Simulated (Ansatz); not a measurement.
A set of 12 reactions (ligand exchange), with CCSD(T)/CBS values in kJ/mol:

```json
{"reaction": "`Cl[SiH2][SeH]` + H–F → `F[SiH2]Cl` + H₂Se", "ΔE": "-77.2"}
{"reaction": "`[BH2][GeH2][O]C` + HBr → `[BH2][GeH2][Br]` + CH₃OH", "ΔE": "-59.6"}
{"reaction": "`[OH][AlH][Zn][F]` + `OCF` → `[OH][AlH][O]CF` + `[F][ZnH]`", "ΔE": "-100.2"}
{"reaction": "`CBNBN` + `BNC` → `BN(C)BC` + `NBN`", "ΔE": "30.1"}
{"reaction": "`[BH2][Al]([SiH3])[O][SiH3]` + `NB(N)O` → `NB(N)O[SiH3]` + `[BH2][AlH][O][SiH3]`", "ΔE": "-87.1"}
{"reaction": "`[CH3][Ga]([F])[SeH]` + CH₃OH → `C[O][Ga]([CH3])[F]` + H₂Se", "ΔE": "53.8"}
{"reaction": "`CBCl` + CH₃OH → `COBCl` + CH₄", "ΔE": "-140.7"}
{"reaction": "`NB(O)CF` + HCl → `NB(O)Cl` + `CF`", "ΔE": "-89.6"}
{"reaction": "`N[Si](O)([AlH2])[SiH3]` + NH₃ → `N[Si](N)(O)[SiH3]` + `[AlH3]`", "ΔE": "-79.9"}
{"reaction": "`[Br][GeH2][Br]` + HCl → `[Cl][GeH2][Br]` + HBr", "ΔE": "9.1"}
{"reaction": "`BCCBC` + `N=C(N)F` → `BNC(=N)F` + `CBCC`", "ΔE": "-127.6"}
{"reaction": "`[CH3][Mg][CH3]` + H–F → `[CH3][Mg][F]` + CH₄", "ΔE": "-202.2"}
```

Program: Ansatz. Geometries: PBE0-D4/def2-TZVP. ΔE: electronic, gas phase. CCSD(T)/CBS adds triple-zeta CCSD(T) − MP2 to the extrapolated MP2 energy (def2 sets, frozen cores). This one scheme is used for every species. Functionals use def2-TZVPP. B3LYP here is the variant with VWN-RPA as its local correlation; programs differ in this. For Br, Ga, Ge, Mg, Se, Zn outer-core shells are correlated without core-valence functions, which leaves a few kJ/mol of doubt a bond. Scalar relativity is left out up to krypton. Each species was taken in one conformer, which may not be the lowest.

(1) Give the mean, mean absolute and largest difference (level minus CCSD(T)/CBS, kJ/mol) for: PBE0-D4, B3LYP-D4, ωB97X-V, ωB97M-V, B2PLYP, PBE, r2SCAN, B3LYP, HF/def2-TZVPP, SCS-MP2/def2-TZVPP, MP2/def2-QZVPP, SCS-MP2/def2-QZVPP, MP2/CBS(def2), CCSD/CBS(def2). (Estimate.)

The largest T1 diagnostic in the set is 0.018, for `[F][ZnH]` (customary mark 0.02).

CCSD(T)/CBS is a level of theory with its own doubt, and the functionals carry their triple-zeta basis error, so these figures describe this set and don't rank the functionals.

Answers

(1) Ansatz gave: 
```
             level   mean  mean absolute  largest
           PBE0-D4    4.6            6.2     17.8
          B3LYP-D4   -2.5            3.2    -11.6
           ωB97X-V   -2.2            2.7    -10.1
           ωB97M-V   -2.7            3.0     -7.7
            B2PLYP   -4.1            4.8    -12.4
               PBE    6.7            7.9     27.0
            r2SCAN   -1.4            4.2    -11.2
             B3LYP   -2.8            4.6    -16.0
     HF/def2-TZVPP  -10.6           10.9    -26.6
SCS-MP2/def2-TZVPP   -5.5            6.1    -12.7
    MP2/def2-QZVPP   -3.4            4.1     -9.7
SCS-MP2/def2-QZVPP   -5.1            5.4    -13.3
     MP2/CBS(def2)   -2.5            4.4     -9.2
    CCSD/CBS(def2)   -1.1            1.4     -3.3
```
